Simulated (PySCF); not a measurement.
Isomers of C6H7F3Si, one conformer each; single-point electronic energies without zero-point terms and without any empirical dispersion term.

Computed with PySCF at PBE0/pcSseg-1, non-relativistic, each on one gas-phase PBE0-D3(BJ)/def2-SVP geometry that isn't relaxed in the solvent. The solvent is an IEF-PCM continuum (van der Waals radii × 1.2). Only the electrostatic response of the medium enters.

```
                     isomer  relative energy, gas (kJ/mol)  dipole (D)
`C[Si@H]1C=CC(C(F)(F)F)=C1`                            0.0        2.84
`CC1=C[SiH2]C(C(F)(F)F)=C1`                           18.0        3.29
  `FC(F)(F)CC1=C[SiH2]C=C1`                           27.3        1.85
  `FC(F)(F)CC1=CC=C[SiH2]1`                           28.2        2.36
  `FC(C1C=C[SiH2]C=1C)(F)F`                           39.9        2.10
```

Problem. How do the relative energies look in cyclohexane (ε = 2.017)?

Solution. 
```json
{"isomer": "`C[Si@H]1C=CC(C(F)(F)F)=C1`", "relative energy, solvent (kJ/mol)": "0.0", "E(solvent) − E(gas) (kJ/mol)": "-5.1", "dipole in solvent (D)": "3.09"}
{"isomer": "`CC1=C[SiH2]C(C(F)(F)F)=C1`", "relative energy, solvent (kJ/mol)": "17.8", "E(solvent) − E(gas) (kJ/mol)": "-5.3", "dipole in solvent (D)": "3.59"}
{"isomer": "`FC(F)(F)CC1=C[SiH2]C=C1`", "relative energy, solvent (kJ/mol)": "26.5", "E(solvent) − E(gas) (kJ/mol)": "-5.9", "dipole in solvent (D)": "1.98"}
{"isomer": "`FC(F)(F)CC1=CC=C[SiH2]1`", "relative energy, solvent (kJ/mol)": "27.5", "E(solvent) − E(gas) (kJ/mol)": "-5.8", "dipole in solvent (D)": "2.58"}
{"isomer": "`FC(C1C=C[SiH2]C=1C)(F)F`", "relative energy, solvent (kJ/mol)": "40.6", "E(solvent) − E(gas) (kJ/mol)": "-4.4", "dipole in solvent (D)": "2.31"}
```

The order is unchanged. Conformers: `[F:1][C:2]([F:3])([F:4])[CH2:5][C:6]1=[CH:7][SiH2:8][CH:9]=[CH:10]1` with C2–C5–C6–C7 -104°; `[F:1][C:2]([F:3])([F:4])[CH2:5][C:6]1=[CH:7][CH:8]=[CH:9][SiH2:10]1` with C2–C5–C6–C7 139°. The gains span 1.5 kJ/mol, the gas-phase energies 39.9 kJ/mol.
